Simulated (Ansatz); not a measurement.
The first iterations of a band of AlBrF₂H₂ (6 atoms, charge 0, multiplicity 1).

Method: RKS LDA/def2-mTZVP in Ansatz.

```json
{
  "movable images": "9",
  "climbing image": "yes",
  "spring": "5.0 eV/Å²",
  "optimiser": "quadratic models (default)",
  "start path": "straight line",
  "force threshold": "0.05 eV/Å",
  "iteration limit": "60",
  "end points": "relaxed"
}
```

Initial state:

```xyz
6
Properties=species:S:1:pos:R:3
Al 0.050 0.142 0.090
H 0.153 0.946 1.445
F 1.338 0.040 -0.943
F -1.451 -0.136 -0.549
Br 0.501 -2.309 0.963
H -0.435 -2.216 2.068
```

Final state:

```xyz
6
Properties=species:S:1:pos:R:3
Al 0.048 -0.695 -0.100
H -0.151 0.307 1.743
F 1.292 0.321 -0.425
F -1.477 -0.196 -0.431
Br 0.447 -2.837 0.333
H -0.003 -0.431 1.956
```

| iteration | highest image above the first end (eV) | largest band force component (eV/Å) |
| --- | --- | --- |
| 1 | 1.807 | 4.480 |
| 2 | 0.703 | 3.215 |
| 3 | 0.406 | 2.092 |
| 4 | 0.205 | 9.946 |
| 5 | 0.163 | 2.564 |

Problem. Does the band converge within its limit, and where does its top end?

Solution. The forces met the threshold. It ended after 16 iterations with the highest image 0.157 eV above the first end. Another band between the same ends (9 images) ends at a top of the same energy, where a vibrational analysis finds 1 clearly imaginary mode. The orbitals stay closed-shell, which can raise the energy where a bond breaks towards radicals; this wasn't checked here.

Run time: 2.5 min on 2 threads of Arm Neoverse V2, on a shared host, peak memory 0.13 GiB.
